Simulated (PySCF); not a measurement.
2-methylazaborolidine (C4H10BN), SMILES CB1CCCN1. Geometry: PBE0-D3(BJ)/def2-SVP. Other conformers were not sampled.

Question: Give the equilibrium geometry at PBE0-D3(BJ)/def2-SVP (PySCF confirms it by a frequency run) as Cartesian coordinates in Å. (Estimate from the structure and the level; the computed values follow.)

Answer: This is not unique; one that fits is 
```xyz
16

C      2.3022    -0.5976     0.0178
B      0.7783    -0.2084     0.0312
C     -0.4535    -1.0390     0.6055
C     -1.6593    -0.3009     0.0040
C     -1.1864     1.1376    -0.2373
N      0.2454     0.9996    -0.4381
H      2.4572    -1.5193    -0.5682
H      2.9625     0.1811    -0.3939
H      2.6465    -0.8312     1.0396
H     -0.4501    -2.1174     0.3845
H     -0.4383    -0.9530     1.7093
H     -2.5700    -0.3356     0.6220
H     -1.9139    -0.7569    -0.9671
H     -1.4051     1.7820     0.6372
H     -1.6844     1.6022    -1.1055
H      0.7677     1.7926    -0.7879
```
